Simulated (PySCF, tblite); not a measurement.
Isomers of C4H9Cl2FSi2, one GFN2-xTB conformer each. Single-point energies are computed at PBE0/pcSseg-1 (PySCF, gas phase, no added dispersion term), electronic only.

Question: Rank them by PBE0/pcSseg-1 energy, lowest first (kJ/mol).
A. `[F:1]/[CH:2]=[C:3](/[SiH3:4])[CH2:5][SiH2:6][CH:7]([Cl:8])[Cl:9]` with C2–C3–C5–Si6 75°, C3–C5–Si6–C7 162°, C5–Si6–C7–Cl8 61°
B. `[F:1]/[C:2](=[CH:3]/[SiH3:4])[Si@H:5]([Cl:6])[CH2:7][CH2:8][Cl:9]` with F1–C2–Si5–Cl6 128°, C2–Si5–C7–C8 168°, Si5–C7–C8–Cl9 58°

Answer: B (0.0), A (159.5).

GFN2-xTB itself gives, in the same order: 0.0, 114.3. Both levels put the same isomer lowest.

Q: Which frontier levels, dipoles and rotational constants go with these structures?

A: 
| SMILES | HOMO (eV, PBE0/pcSseg-1) | LUMO (eV) | dipole (D) | A, B, C (MHz) |
| --- | --- | --- | --- | --- |
| F/C(=C/[SiH3])[Si@H](Cl)CCCl | -7.88 | -1.08 | 1.22 | 1353, 438.5, 376.0 |
| F/C=C(/[SiH3])C[SiH2]C(Cl)Cl | -7.40 | -0.31 | 2.02 | 1164, 446.2, 354.6 |

Q: What happens when harmonic zero-point energies from GFN2-xTB frequencies are added?

A: 
| SMILES | ZPE (kJ/mol) | electronic (kJ/mol) | with ZPE (kJ/mol) |
| --- | --- | --- | --- |
| F/C(=C/[SiH3])[Si@H](Cl)CCCl | 298.1 | 0.0 | 0.0 |
| F/C=C(/[SiH3])C[SiH2]C(Cl)Cl | 288.6 | 159.5 | 150.0 |

The zero-point energies span 9.5 kJ/mol. The order is unchanged.
